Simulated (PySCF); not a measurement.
HI₂Si, SMILES I[SiH]I, multiplicity 2.

Coordinates come from a PBE0-D3(BJ)/def2-SVP optimisation. The isomer is the one that the SMILES or the coordinates give; other isomers of the formula were not compared. The def2 effective core potentials stand for the cores of I; spin–orbit coupling is left out.

Computed with PySCF with TDA-LC-ωPBE/def2-SVPD.

Vertical excitations. 

| state | energy (eV) | λ (nm) | f | main pairs |
|---|---|---|---|---|
| root 1 | 3.72 | 333 | 0.000 | β HOMO→LUMO 91 % |
| root 2 | 3.89 | 319 | 0.009 | α HOMO→LUMO 78 %, β HOMO−2→LUMO 10 % |
| root 3 | 3.92 | 316 | 0.022 | β HOMO−1→LUMO 87 % |
| root 4 | 3.95 | 314 | 0.001 | α HOMO→LUMO 9 %, β HOMO−2→LUMO 82 % |
| root 5 | 4.49 | 276 | 0.024 | β HOMO−3→LUMO 83 % |
| root 6 | 4.59 | 270 | 0.063 | α HOMO→LUMO+1 69 %, α HOMO→LUMO+4 17 % |
| root 7 | 5.15 | 241 | 0.008 | α HOMO−1→LUMO 60 %, β HOMO→LUMO+1 23 % |
| root 8 | 5.38 | 230 | 0.012 | β HOMO−4→LUMO 81 % |
| root 9 | 5.40 | 230 | 0.004 | α HOMO−3→LUMO 40 %, β HOMO−2→LUMO+1 25 %, β HOMO−5→LUMO 14 % |
| root 10 | 5.50 | 225 | 0.000 | α HOMO−2→LUMO 51 %, β HOMO−1→LUMO+1 22 % |
Unrestricted roots are not spin-pure.
